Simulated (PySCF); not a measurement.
AlH3OS2. Atoms are numbered in the order given.

```xyz
7

Al     0.3736     0.0009     0.0000
O      2.0639    -0.1596     0.0000
H      2.7330     0.5296     0.0000
S     -0.8034    -1.8378     0.0000
H      0.3064    -2.6149     0.0000
S     -0.6063     1.9580     0.0000
H     -1.8526     1.4283     0.0000
```
Charge 0, spin multiplicity 1.

Coordinates come from a B3LYP-D3(BJ)/def2-SVP optimisation. One conformer was computed; it need not be the lowest.

Computed with C-PCM-M06-2X/def2-SVP (PySCF).

The values are the electrostatic part of the solvation free energy, E(continuum) − E(gas) at the gas-phase geometry, in a cavity of scaled van der Waals radii (PySCF's table); cavitation and dispersion terms are not included. A continuum can't describe solvent molecules that bind to the metal. In vacuum the orbital gap is 8.91 eV. The dipole moment in vacuum is 1.15 D.

```tsv
solvent	ε	ΔG(elec) (kcal/mol)	dipole (D)	gap (eV)
water	78.36	-8.6	1.41	9.17
1-octanol	9.86	-7.8	1.38	9.15
ethanol	24.85	-8.4	1.40	9.16
```
